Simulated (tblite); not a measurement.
Run record: tight-binding relaxation, `C=CB[C@@H]1C[C@H](OC)[Se]1`.

Computed with GFN2-xTB geometry optimisation, gas phase (tblite 0.8.0). Start geometry: from a force field or distance geometry. The input is one job of a driver script: a line of settings, then coordinates in Å.

Command:
```bash
OMP_NUM_THREADS=1 python probes_run.py task.json out
```

Input:
```
{"job": {"kind": "relax", "xc": "GFN2-xTB", "basis": "xTB"}, "charge": 0, "multiplicity": 1}
C     -3.962500     0.092500     0.303000
C     -3.189600    -0.219500    -0.743600
B     -1.723600    -0.734600    -0.582800
C     -0.760700     0.034200     0.420400
C      0.495800     0.426200    -0.295000
C      1.553600     0.054900     0.682100
O      2.661400    -0.539700     0.078500
C      3.881000     0.008000     0.421300
Se     0.312800    -1.140000     1.528100
H     -3.632200     0.014000     1.332800
H     -4.984200     0.442300     0.102500
H     -3.605200    -0.120200    -1.737000
H     -1.416200    -1.728500    -1.114600
H     -1.281200     0.850400     0.958200
H      0.570600    -0.178800    -1.244300
H      0.535700     1.501300    -0.589400
H      1.854700     0.899100     1.355600
H      4.024300    -0.086700     1.510000
H      4.681500    -0.594600    -0.075400
H      3.978500     1.030300     0.047900
```

Output:
```
step      E/eV     max force
  0    -730.16907    3.017
  1    -730.41912    1.314
  2    -730.49930    0.618
  3    -730.55193    0.391
  4    -730.56898    0.372
  5    -730.58386    0.382
  6    -730.59706    0.239
  7    -730.60327    0.177
  8    -730.60674    0.149
  9    -730.61088    0.156
... (159 lines left out)
169    -730.90701    0.013
170    -730.90705    0.014
171    -730.90709    0.013
172    -730.90714    0.017
173    -730.90719    0.015
174    -730.90724    0.014
175    -730.90728    0.013
176    -730.90731    0.014
177    -730.90734    0.013
178    -730.90737    0.009
```

«max force» is the largest atomic force in eV/Å.

Q: From which step on does the largest force stay under 0.1 eV/Å, and how much energy is left to gain from there?

A: From step 126 (0.074 eV/Å), 16.5 meV above the end.

In short: energy lowered by 17.0 kcal/mol over 178 steps; largest atomic force 0.009 eV/Å at the end.

Q: Where do the atoms end?

A: 0.944 Å rms from the input after alignment:
```
atom  x, y, z in Å
C1    -3.5397   -0.2925    0.8795
C2    -3.1471   -0.6464   -0.3429
B3    -1.7053   -0.5119   -0.8899
C4    -0.7313    0.5627   -0.3110
C5     0.6236    0.8444   -0.9650
C6     1.5574    0.5728    0.2034
O7     2.6620   -0.1553   -0.1268
C8     3.4844   -0.4688    0.9695
Se9    0.1140   -0.4461    1.2472
H10   -2.8456    0.1253    1.5942
H11   -4.5481   -0.4346    1.2376
H12   -3.8950   -1.0989   -0.9878
H13   -1.3119   -1.2543   -1.7072
H14   -1.1655    1.4635    0.1261
H15    0.8384    0.1200   -1.7508
H16    0.7182    1.8497   -1.3776
H17    1.7958    1.4588    0.8096
H18    2.9085   -1.0283    1.7217
H19    4.2956   -1.0867    0.5918
H20    3.8868    0.4372    1.4366
```

Q: Estimate the wall time. Hardware: AMD EPYC, one thread, on a shared host.

A: About 6.1 s.
Labels such as C1 count atoms from 1, the log's own numbers from 0.
